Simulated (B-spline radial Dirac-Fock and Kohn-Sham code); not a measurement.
Two-hole binding energies of Kr⁴⁺

System: krypton as Kr⁴⁺ in the configuration 1s2 2s2 2p6 3s2 3p6 3d10 4s2 4p2.

The run's input, task.json:

```json
{"items": [{
  "Z": 36,
  "q": 4,
  "cfg": [[1, 0, 2], [2, 0, 2], [2, 1, 6], [3, 0, 2], [3, 1, 6], [3, 2, 10], [4, 0, 2], [4, 1, 2]],
  "A": 84,
  "rrms": 4.1884,
  "do": ["binding", "quiet", "double"]
}]}
```

Run with: `python xray_run.py task.json out`

These are calculated numbers from a radial B-spline solver; the model is Dirac-Fock ΔSCF + Breit + QED. U is the two-hole binding energy less the two single-hole energies, the effective repulsion of the holes after relaxation. Each two-hole energy is an average over J within one jj subconfiguration.

| holes | E(a) (eV) | E(b) (eV) | E(ab) (eV) | U (eV) |
| --- | --- | --- | --- | --- |
| 1s⁻¹ 2p3/2⁻¹ | 14388.8 | 1740.7 | 16270.6 | 141.1 |
| 1s⁻¹ 3p1/2⁻¹ | 14388.8 | 284.6 | 14718.8 | 45.4 |
| 1s⁻¹ 3d3/2⁻¹ | 14388.8 | 153.2 | 14580.9 | 38.9 |
| 1s⁻¹ 3d5/2⁻¹ | 14388.8 | 152.0 | 14579.4 | 38.7 |
| 2s⁻¹ 2p3/2⁻¹ | 1992.1 | 1740.7 | 3813.9 | 81.0 |
| 2p1/2⁻² | 1793.6 | 1793.6 | 3695.1 | 107.9 |
| 2p1/2⁻¹ 2p3/2⁻¹ | 1793.6 | 1740.7 | 3633.0 | 98.6 |
| 2s⁻¹ 3p3/2⁻¹ | 1992.1 | 276.6 | 2308.4 | 39.7 |
| 2p1/2⁻¹ 3s⁻¹ | 1793.6 | 355.8 | ? | ? |
| 2s⁻¹ 3d3/2⁻¹ | 1992.1 | 153.2 | 2185.3 | 40.0 |
| 2s⁻¹ 3d5/2⁻¹ | 1992.1 | 152.0 | 2183.8 | 39.8 |
| 2p1/2⁻¹ 3p3/2⁻¹ | 1793.6 | 276.6 | 2110.9 | 40.7 |
| 2p3/2⁻¹ 3d5/2⁻¹ | 1740.7 | 152.0 | 1932.0 | 39.3 |
| 3d5/2⁻² | 152.0 | 152.0 | 337.3 | 33.4 |

Problem. Give the missing two-hole energy and U.

Solution. E(ab) = 2189.7 eV and U = 40.2 eV.

Run: 38 s of CPU time on 1 thread of Neoverse-V1 (shared host), peak memory 0.42 GiB.
